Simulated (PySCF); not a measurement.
Spectrum to structure. Level of theory: TDDFT CAM-B3LYP/def2-SVPD, vertical, gas phase, core orbitals frozen in the response (PySCF). Geometries: PBE0-D3(BJ)/def2-SVP, one conformer each. Relativistic effects are left out although some hold elements past zinc. The highest level found (10.07 eV, f 0.0005 so far) is left out, since the window may have cut off a degenerate partner.

```
state  E (eV)       f     main configurations (H = HOMO, L = LUMO)
   S1    8.35  0.0000                                    H→L (90%)
   S2    8.83   0.336                   H-1→L (86%), H-6→L+1 (10%)
   S3    9.11   0.067                             H-3/H-2→L (≥89%)
   S4    9.12   0.067                             H-3/H-2→L (≥90%)
   S5    9.12  0.0000                   H-6→L (73%), H-1→L+1 (22%)
   S6    9.20  0.0001                                  H-4→L (89%)
   S7    9.33  0.0001                                  H→L+1 (96%)
   S8    9.40  0.0000                                  H-7→L (88%)
   S9    9.41  0.0000                                  H-8→L (87%)
  S10    9.47  0.0000                                  H-5→L (93%)
  S11    9.97  0.0000                   H-1→L+1 (71%), H-6→L (20%)
  S12   10.00  0.0000  H→L+6 (53%), H→L+7 (24%), H-3/H-2→L+1 (≥8%)
  S13   10.02  0.0000                           H-3/H-2→L+1 (≥89%)
  S14   10.03  0.0000               H-3/H-2→L+1 (≥78%), H→L+6 (9%)
```

Problem. Which candidate is it?
A. `C=CC[NH][GeH2][CH3]`
B. `[NH3]->[Ge](<-[NH3])([F])([F])([F])[F]`
C. `[GeH3][N]1CCCC1`

Solution. B. Its S1, at 8.35 eV, is the highest among the candidates; the nearest of the others has S1 at 5.90 eV. S1 is HOMO→LUMO (90%). Löwdin shares by element: HOMO fluorine 100%; LUMO germanium 33%, hydrogen 21% or more (atoms not listed hold the other 46%). At the same level the other candidates give, for their lowest levels:
- `[H][Ge]([H])([H])[N]1CCCC1`: 5.56 eV (f 0.018); 6.17 eV (f 0.040); 6.62 eV (f 0.008); 6.79 eV (f 0.008); 6.90 eV (f 0.078); T1 5.36 eV; HOMO -7.52, LUMO 1.04 eV
- `C=CC[NH][GeH2][CH3]`: 5.90 eV (f 0.022); 6.33 eV (f 0.019); 6.66 eV (f 0.024); 6.89 eV (f 0.013); 7.10 eV (f 0.011); T1 4.39 eV; HOMO -7.90, LUMO 1.10 eV

Orbitals of the list HOMO-3 to LUMO+2 that lie within 0.01 eV of each other are written together with a slash and their weights summed (≥ marks a lower bound); for degenerate orbitals outside that list single weights are arbitrary.
Triplets come from the Tamm–Dancoff approximation.

Without π bonds the low states are Rydberg-like; a valence basis with one diffuse set may place them up to an eV too high.
